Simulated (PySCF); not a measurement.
```xyz
3
charge -1 multiplicity 1, angstrom
Rh    0.0000    0.0000    0.0000
O     0.0000    0.0000    1.7212
O     0.0000    0.0000   -1.7212
```

Level of theory: B3LYP/[Rh def2-SVPD with ECP28, O def2-SVPD], scalar-relativistic core potentials, density fitting, no spin–orbit coupling, PySCF.

This geometry of [RhO2]- is a stationary point at this level.

Q: What is the point group?

A: D∞h.

Q: Is it a minimum?

A: No: it has 2 imaginary modes (one degenerate set), at 90i cm⁻¹ (πu).

Q: Which band is strongest in the infrared?

A: 942 cm⁻¹ (σu+), 346 km/mol.

Q: Give the atomic charges and bond orders.

A: 
```
atom  Mulliken  Löwdin  polar tensor  Mayer order to Rh1
 Rh1      0.72    0.44          0.35                   –
O2,3     -0.86   -0.72         -0.68                1.26
```

Stability towards spin polarisation was not tested. Only a few start shapes were tried, so a lower isomer may exist. The lowest empty level of this anion is unbound, so it and the gap depend on the basis.
